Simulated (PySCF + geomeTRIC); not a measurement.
Species: [Ti(OH)3(Br)] (charge 0, multiplicity 1).

Question: Give a relaxed geometry from PySCF + geomeTRIC with BP86-D3(BJ)/def2-SVP.

Answer: Several could match; the one computed here: the end point of this relaxation, one of several conformers.
Z-matrix (Å, degrees):
```
Ti
O 1 1.7867
H 2 0.9749 1 129.10
O 1 1.7870 2 109.55 3 16.51
H 4 0.9749 1 129.38 2 136.67
O 1 1.7870 2 109.72 3 137.26
H 6 0.9749 1 129.14 2 15.90
Br 1 2.3988 2 109.22 3 -103.21
```
